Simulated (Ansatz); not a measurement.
The cluster BeF2⁺ (the lowest doublet isomer of a short search) was relaxed with r2SCAN-D4 (def2-TZVP) in Ansatz in these states: charge +1 doublet, charge +1 quartet. The geometries follow in no particular order.

A:

```xyz
3

Be    0.2861    1.3031    0.4809
F    -0.5061   -1.0063   -1.0297
F     0.2200   -0.2968    0.5488
```

B:

```xyz
3

Be   -0.002   -0.001   -0.002
F    -0.732   -0.302    1.208
F     0.734    0.303   -1.206
```

Judge from the bond lengths which geometry belongs to which state (an estimate).

A is the charge +1 quartet (Be1–F2 2.871 Å, Be1–F3 1.603 Å); B is the charge +1 doublet (Be1–F2 1.445 Å, Be1–F3 1.444 Å).

At PBE0-D4/def2-TZVP a doublet lies 6.02 eV below the charge +1 quartet. In the quartet, F2 and F3 lie 1.88 Å apart (atoms count from 1), so these atoms are partly bonded to each other. These are the stationary points nearest to one start from a short search; other shapes may lie lower in each state. The charge +1 quartet has come apart into loosely held pieces.
